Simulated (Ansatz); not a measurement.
Consider the substitution at a C–Ge bond: `[GeH3][c]1ccccc1` + `Sc1ccccc1` → `c1ccc(Sc2ccccc2)cc1` + GeH₄.

Gas-phase electronic energies from Ansatz, PBE0-D4/def2-TZVP geometries. CCSD(T)/CBS adds triple-zeta CCSD(T) − MP2 to the extrapolated MP2 energy (def2 sets, frozen cores). Functionals use def2-TZVPP. B3LYP here is the variant with VWN-RPA as its local correlation; programs differ in this. For Ge outer-core shells are correlated without core-valence functions, which leaves a few kJ/mol of doubt a bond. Scalar relativity is left out up to krypton. One conformer a species, not always the lowest.

```
             level  ΔE (kJ/mol)
            PBE-D4          6.8
           ωB97M-V         13.9
             B3LYP         20.2
    MP2/def2-TZVPP         11.6
CCSD(T)/def2-TZVPP         17.9
     HF/def2-QZVPP         27.4
    MP2/def2-QZVPP         10.6
      HF/CBS(def2)         27.3
```

Q: What does CCSD(T)/CBS give? (An estimate is asked.)

A: Ansatz gave: +17.0 kJ/mol. The listed levels differ from it by -10.2, -3.1, 3.2, -5.4, 0.9, 10.4, -6.4, 10.3 kJ/mol.

Largest T1 diagnostic among the species: 0.012.

In def2-TZVPP, CCSD(T) changes the Hartree–Fock value by −10.6 kJ/mol (the triples alone add −4.6 kJ/mol) and MP2 by −16.9 kJ/mol. The D4 term adds −10.3 kJ/mol with B3LYP and −6.8 kJ/mol with PBE0; it sums over pairs of atoms, weighted by their polarisabilities, and B3LYP, whose exchange is more repulsive, gets the larger term.
